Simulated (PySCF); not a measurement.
C₃H₁₄Si₃, SMILES C[C@H](C[SiH3])[SiH2][SiH3]. Atoms are numbered in the order given.

```xyz
20

C     -0.8475    -1.7399     0.9629
C      0.1308    -0.8768     0.1654
C      1.5390    -0.9211     0.7762
Si     2.9278    -0.0408    -0.1594
Si    -0.5301     0.9006    -0.0357
Si    -2.7695     0.8854    -0.7373
H     -0.9959    -1.3436     1.9811
H     -1.8378    -1.8007     0.4834
H     -0.4672    -2.7700     1.0658
H      0.1844    -1.2756    -0.8654
H      1.8551    -1.9764     0.8804
H      1.5213    -0.5189     1.8057
H      2.8736    -0.3857    -1.6148
H      4.2458    -0.4848     0.3908
H      2.8412     1.4450    -0.0221
H     -0.4210     1.6315     1.2693
H      0.2833     1.6464    -1.0485
H     -3.6689     0.3854     0.3493
H     -2.9250    -0.0177    -1.9219
H     -3.2166     2.2587    -1.1262
```
Charge 0, spin multiplicity 1.

The structure is a stationary point at PBE0-D3(BJ)/def2-SVP. The structure was generated by enumeration; whether it is a known compound was not checked. The values are those of a single conformer.

The numbers are results of PBE/pcSseg-1 run with PySCF, not measurements.

GIAO shieldings, no solvent; atoms listed in one row are averaged. δ = σ(ref) − σ: ¹³C against TMS (σ = 182.0 ppm); ²⁹Si against TMS (σ = 335.4 ppm); ¹H against TMS (σ = 31.49 ppm), references at their B3LYP-D3(BJ)/def2-TZVP geometries, non-relativistic.

Computed chemical shifts:
```json
[
 {"nucleus": "¹³C", "atoms": "C1", "count": "1", "δ (ppm)": "28.8"},
 {"nucleus": "¹³C", "atoms": "C2", "count": "1", "δ (ppm)": "23.0"},
 {"nucleus": "¹³C", "atoms": "C3", "count": "1", "δ (ppm)": "21.0"},
 {"nucleus": "²⁹Si", "atoms": "Si5", "count": "1", "δ (ppm)": "-61.9"},
 {"nucleus": "²⁹Si", "atoms": "Si4", "count": "1", "δ (ppm)": "-69.2"},
 {"nucleus": "²⁹Si", "atoms": "Si6", "count": "1", "δ (ppm)": "-113.0"},
 {"nucleus": "¹H", "atoms": "H17", "count": "1", "δ (ppm)": "4.60"},
 {"nucleus": "¹H", "atoms": "H13, H14, H15", "count": "3", "δ (ppm)": "4.28"},
 {"nucleus": "¹H", "atoms": "H16", "count": "1", "δ (ppm)": "3.98"},
 {"nucleus": "¹H", "atoms": "H18, H19, H20", "count": "3", "δ (ppm)": "3.83"},
 {"nucleus": "¹H", "atoms": "H7, H8, H9", "count": "3", "δ (ppm)": "1.49"},
 {"nucleus": "¹H", "atoms": "H11", "count": "1", "δ (ppm)": "1.43"},
 {"nucleus": "¹H", "atoms": "H10", "count": "1", "δ (ppm)": "1.33"},
 {"nucleus": "¹H", "atoms": "H12", "count": "1", "δ (ppm)": "1.08"}
]
```
